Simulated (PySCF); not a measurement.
Ge, charge +1, quartet (a state made from the parent by changing its charge; the spin is typed, not shown lowest); PySCF with B3LYP/def2-SV(P).

Input for PySCF:
```python
from pyscf import gto, scf, dft

mol = gto.M(
    atom='''
Ge    0.000000    0.000000    0.000000
''',
    basis='def2-sv(p)',
    charge=1,
    spin=3,
    verbose=4,
)

mf = dft.UKS(mol)
mf.xc = 'b3lyp'
mf.kernel()
```

The log (banner, timings and long lists left out):

```
PySCF version 2.14.0

[INPUT] verbose = 4
[INPUT] num. atoms = 1
[INPUT] num. electrons = 31
[INPUT] charge = 1
[INPUT] spin (= nelec alpha-beta = 2S) = 3
[INPUT] symmetry False subgroup None
[INPUT] Mole.unit = angstrom
[INPUT] Symbol           X                Y                Z      unit          X                Y                Z       unit  Magmom
[INPUT]  1 Ge     0.000000000000   0.000000000000   0.000000000000 AA    0.000000000000   0.000000000000   0.000000000000 Bohr   0.0

nuclear repulsion = 0
number of shells = 12
number of NR pGTOs = 74
number of NR cGTOs = 32
basis = def2-sv(p)
ecp = {}

******** <class 'pyscf.dft.uks.UKS'> ********
method = UKS
initial guess = minao
damping factor = 0
level_shift factor = 0
DIIS = <class 'pyscf.scf.diis.CDIIS'>
diis_start_cycle = 1
diis_space = 8
diis_damp = 0
SCF conv_tol = 1e-09
SCF conv_tol_grad = None
SCF max_cycles = 50
direct_scf = True
direct_scf_tol = 1e-13
number electrons alpha = 17  beta = 14
XC library pyscf.dft.libxc version 7.1.2
    S. Lehtola, C. Steigemann, M. J. T. Oliveira, and M. A. L. Marques,  SoftwareX 7, 1–5 (2018)
XC functionals = b3lyp
    P. J. Stephens, F. J. Devlin, C. F. Chabalowski, and M. J. Frisch,  J. Phys. Chem. 98, 11623 (1994)
radial grids:
    Treutler-Ahlrichs [JCP 102, 346 (1995); DOI:10.1063/1.469408] (M4) radial grids

becke partition: Becke, JCP 88, 2547 (1988); DOI:10.1063/1.454033
pruning grids: <function nwchem_prune>
grids dens level: 3
symmetrized grids: False
atomic radii adjust function: <function treutler_atomic_radii_adjust>
small_rho_cutoff = 0
Set gradient conv threshold to 3.16228e-05
tot grids = 20640
init E= -2076.00373250768

cycle= 1 E= -2076.10273302122  delta_E= -0.099  |g|= 0.367  |ddm|= 1.47

cycle= 2 E= -2076.14804377  delta_E= -0.0453  |g|= 0.365  |ddm|= 0.918

cycle= 3 E= -2076.17206291358  delta_E= -0.024  |g|= 0.0124  |ddm|= 0.157

cycle= 4 E= -2076.17216574286  delta_E= -0.000103  |g|= 0.00252  |ddm|= 0.0299

cycle= 5 E= -2076.17216719124  delta_E= -1.45e-06  |g|= 0.000103  |ddm|= 0.00145

cycle= 6 E= -2076.17216719393  delta_E= -2.69e-09  |g|= 2.06e-06  |ddm|= 8.98e-05

cycle= 7 E= -2076.17216719394  delta_E= -2.73e-12  |g|= 9.89e-08  |ddm|= 3.23e-06

Extra cycle  E= -2076.17216719394  delta_E= -4.55e-13  |g|= 7.12e-08  |ddm|= 8.7e-07
converged SCF energy = -2076.17216719394  <S^2> = 3.7506357  2S+1 = 4.0003179
```
